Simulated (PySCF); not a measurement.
Correlation energy of Pd (palladium, neutral)

[Kr] 4d9 5s1, 5s spin antiparallel (an excited configuration). Computed with PySCF 2.14 in ANO-RCC-VTZP (7s6p4d2f1g, 68 functions), with scalar relativity by spin-free X2C-1e. Frozen: [Kr]; 10 electrons correlated.

MP2 pair energies summed by pair of shells (mhartree):

```tsv
pair	energy	share (%)
4d-4d	-287.83	88.9
4d-5s	-35.99	11.1
```

Total MP2 correlation energy: -323.83 mhartree.

Same-spin part -116.48 and opposite-spin part -207.35 mhartree; SCS-MP2 scales them by 1/3 and 6/5 to -287.64 mhartree.
